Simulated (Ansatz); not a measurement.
`CS[Si]Cl`, relaxed with RKS PBE-D4/def2-SVP in Ansatz 0.2.0 from a rough embedded geometry. The force threshold is 0.03 eV/Å; the program also tests the step.

Charge 0, multiplicity 1.

Start:

```xyz
7

C     0.766   -0.502   -0.152
S    -0.372    0.086   -1.336
Si   -1.447    1.615   -0.277
Cl   -2.197    0.757    1.435
H     1.485   -1.242   -0.619
H     1.458    0.297    0.243
H     0.308   -1.011    0.706
```

By how much does the energy fall, and how many steps does the optimiser take? (An estimate is asked.)

Computed: 13.57 kcal/mol, in 17 steps, 2 of them rejected.

Which bonds change most? (Estimate.)

The calculation gave: C1–S2 from 1.745 to 1.832 Å; Si3–Cl4 from 2.057 to 2.132 Å; C1–H5 from 1.131 to 1.107 Å; C1–H6 from 1.128 to 1.107 Å.

Give the relaxed structure. (Best estimate.)

Computed: 
```xyz
7

C     0.845   -0.455   -0.079
S    -0.024    0.609   -1.290
Si   -1.902    1.346   -0.520
Cl   -1.993    0.497    1.433
H     0.995   -1.451   -0.538
H     1.829    0.002    0.143
H     0.250   -0.549    0.851
```
